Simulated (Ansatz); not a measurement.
`[CH3][SnH2][F]` + CH₃NH₂ → `C[NH][SnH2][F]` + CH₄ at 500 K and 1 bar (ligand exchange at the Sn–C bond).

Calculated with Ansatz (gas phase, PBE0-D4/def2-TZVP geometries, no zero-point term in ΔE). CCSD(T)/CBS is the MP2 limit (def2-TZVPP, def2-QZVPP) plus CCSD(T) − MP2 in def2-TZVPP, frozen cores. This one scheme is used for every species. def2 core potentials past Kr. For Sn outer-core shells are correlated without core-valence functions, which leaves a few kJ/mol of doubt a bond. One conformer a species, not always the lowest.

```csv
species,CCSD(T)/CBS energy (Eh),H − E (kJ/mol),S (J/(mol·K))
`[CH3][SnH2][F]`,-354.90084,172.4,371.3
CH₃NH₂,-95.75281,191.8,270.3
`C[NH][SnH2][F]`,-410.19979,227.1,408.8
CH₄,-40.46206,135.6,206.8
```

H − E and S are ideal-gas, rigid-rotor, harmonic terms from PBE0-D4/def2-TZVP, for one conformer and one mirror image of each species. 1 Eh = 2625.50 kJ/mol, R = 8.31446 J/(mol·K).

Problem. By hand: ΔE, ΔH, ΔS and ΔG.

Solution. ΔE = (-410.19979) + (-40.46206) − (-354.90084) − (-95.75281) = -0.00820 Eh = -21.5 kJ/mol. Δ(H − E) = 227.1 + 135.6 − 172.4 − 191.8 = -1.5, so ΔH = -23.0 kJ/mol. ΔS = 408.8 + 206.8 − 371.3 − 270.3 = -26.0 J/(mol·K). ΔG = -23.0 − 500 × (-26.0)/1000 = -10.0 kJ/mol.

Problem. By hand: the equilibrium constant, and the temperature at which ΔG would vanish if ΔH and ΔS stayed fixed.

Solution. log₁₀ K = −ΔG/(RT ln 10) = 1.0. ΔG = 0 at ΔH/ΔS = 885 K.

TΔS isn't small against ΔH here. A doubt of 5 kJ/mol in ΔE shifts log₁₀ K by 0.5 here. Other conformers and mirror images would add mixing entropy, several J/(mol·K) or more a flexible species. These are equilibria of isolated gas molecules and say nothing of rates. Largest T1 diagnostic: 0.013 (customary marks: 0.02 for closed shells, 0.045 for open ones).
